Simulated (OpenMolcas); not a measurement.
An atom or ion with 22 electrons was computed by SS-CASPT2, IPEA 0.25 Eh, imaginary shift 0.1 Eh with spin-orbit coupling (OpenMolcas, ANO-RCC-VTZP, DKH2). The lowest levels that the run gave, each within 12 % of the measured value where one is at hand:

```tsv
J	Parity	E (cm⁻¹)	g
0	even	0.0	
1	even	103	1.501
2	even	302	1.501
3	even	590	1.501
4	even	957	1.501
0	even	21170	
1	even	21790	1.500
4	even	21970	0.803
5	even	22190	1.035
6	even	22440	1.167
2	even	22880	1.500
2	even	23490	0.666
```

Which ion is it, and what are the configurations and terms?

Mn3+ (Z = 25, charge +3; active space 4 electrons in 5 orbitals (3d)). J, parity and g give the terms where levels are pure, and mixed ones are named by the computed weights; the size of the splittings, set against known spectra of the 22-electron sequence, gives the charge. In order, with the measured energies in cm⁻¹ (Corliss and Sugar, J. Phys. Chem. Ref. Data 6, 1253 (1977)): 3d⁴ ⁵D₀, 3d⁴ ⁵D₁ (99.0), 3d⁴ ⁵D₂ (287), 3d⁴ ⁵D₃ (552), 3d⁴ ⁵D₄ (886), 3d⁴ ³P₀(1) (20654), 3d⁴ ³P₁(1) (21279), 3d⁴ ³H₄ (21281), 3d⁴ ³H₅ (21475), 3d⁴ ³H₆ (21679), 3d⁴ ³P₂(1) (22325), 3d⁴ ³F₂(1) (22791).

CASPT2 does not keep the components of a term degenerate, so their means are used; among the terms shown or strongly mixed into the levels shown the widest spread is 140 cm-1 (3d⁴ ³F(1)). Terms from blocks run as CI alone lack orbitals of their own. Computed and measured levels are paired by configuration, term and J; levels that our copy of the source lacks, or whose pairing is in doubt (as where it misses far off the trend of its configuration), stay unpaired and out of the deviations. Only configurations of the active space appear.

A number in round brackets counts repeated terms of one configuration in the order of the reference energies.
